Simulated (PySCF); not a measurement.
## Mayer bond orders and bond lengths

Compound: C6H10F3OP.
Numbering: `[CH3:1][P@:2](=[O:3])([CH2:4][C:5]([F:6])([F:7])[F:8])[CH:9]1[CH2:10][CH2:11]1` (hydrogens: H12, H13, H14 on C1; H15, H16 on C4; H17 on C9; H18, H19 on C10; H20, H21 on C11)

Structure used (GFN2-xTB), in Å, numbered top down from 1:
```
atom  x, y, z in Å
C1    -0.174   -1.424    1.496
P2    -0.219   -0.796   -0.220
O3    -0.855   -1.711   -1.170
C4     1.552   -0.511   -0.732
C5     2.430    0.093    0.325
F6     2.762   -0.785    1.284
F7     3.587    0.555   -0.176
F8     1.855    1.132    0.952
C9    -0.958    0.862   -0.170
C10   -2.421    0.911   -0.505
C11   -1.420    1.381   -1.502
H12    0.377   -2.364    1.504
H13    0.272   -0.723    2.193
H14   -1.207   -1.623    1.779
H15    1.964   -1.479   -1.029
H16    1.539    0.144   -1.607
H17   -0.568    1.560    0.557
H18   -2.911   -0.030   -0.706
H19   -3.035    1.638    0.005
H20   -1.250    0.748   -2.361
H21   -1.329    2.439   -1.699
```

Bond orders from the PBE0/pcSseg-1 density (PySCF). One conformer (not necessarily the lowest) at the GFN2-xTB geometry, without solvent, vibrations or thermal averaging.

Q: Where do the orders between heavy atoms depart from those drawn in the SMILES?

A: The largest departure is 0.174, at P2–O3 (drawn double, 1.826). Drawn single, order below 0.88: P2–C4 (0.878) and P2–C9 (0.867).

Q: Set the Mayer orders of the bonds between heavy atoms beside their lengths.

A: 
```json
{"bond": "C1–P2", "drawn as": "single", "length (Å)": "1.827", "Mayer order": "0.987"}
{"bond": "P2–O3", "drawn as": "double", "length (Å)": "1.464", "Mayer order": "1.826"}
{"bond": "P2–C4", "drawn as": "single", "length (Å)": "1.865", "Mayer order": "0.878"}
{"bond": "C4–C5", "drawn as": "single", "length (Å)": "1.501", "Mayer order": "1.013"}
{"bond": "C5–F6", "drawn as": "single", "length (Å)": "1.341", "Mayer order": "0.983"}
{"bond": "C5–F7", "drawn as": "single", "length (Å)": "1.343", "Mayer order": "1.003"}
{"bond": "C5–F8", "drawn as": "single", "length (Å)": "1.343", "Mayer order": "0.980"}
{"bond": "P2–C9", "drawn as": "single", "length (Å)": "1.817", "Mayer order": "0.867"}
{"bond": "C9–C10", "drawn as": "single", "length (Å)": "1.501", "Mayer order": "0.940"}
{"bond": "C10–C11", "drawn as": "single", "length (Å)": "1.489", "Mayer order": "0.984"}
{"bond": "C11–C9", "drawn as": "single", "length (Å)": "1.502", "Mayer order": "0.935"}
```

By pair of heavy elements: C–P: lowest P2–C9 (0.867, 1.817 Å), highest C1–P2 (0.987, 1.827 Å); in 1 of the 3 pairs the longer bond (by over 0.003 Å) has the higher order (by 0.02 or more). C–C: lowest C11–C9 (0.935, 1.502 Å), highest C4–C5 (1.013, 1.501 Å); in 1 of the 6 pairs the longer bond (by over 0.003 Å) has the higher order (by 0.02 or more). C–F: lowest C5–F8 and C5–F6 (0.980, 1.343 Å), highest C5–F7 (1.003, 1.343 Å). Bonds named together lie within 0.004.

Q: And the bonds to hydrogen?

A: C–H: 0.92 to 0.96 (10 bonds).

Q: Sum the orders of all bonds at each heavy atom with more than one neighbour and set the sums beside the valence in the SMILES.

A: C1 3.796 (drawn 4), P2 4.558 (drawn 5), C4 3.733 (drawn 4), C5 3.979 (drawn 4), C9 3.666 (drawn 4), C10 3.821 (drawn 4), C11 3.815 (drawn 4). Orders between atoms that aren't bonded are not in these sums.

For a closed shell the Mayer order of atoms A and B is Σ (PS)μν (PS)νμ over the basis functions μ on A and ν on B, with P the density and S the overlap matrix.

The run behind these numbers computed NMR shieldings as well. On one thread of an Arm Neoverse N1, shared host with 64 logical CPUs at a one-minute load of 55, this took 1.7 min of wall time and 1.1 GiB of memory at its peak.
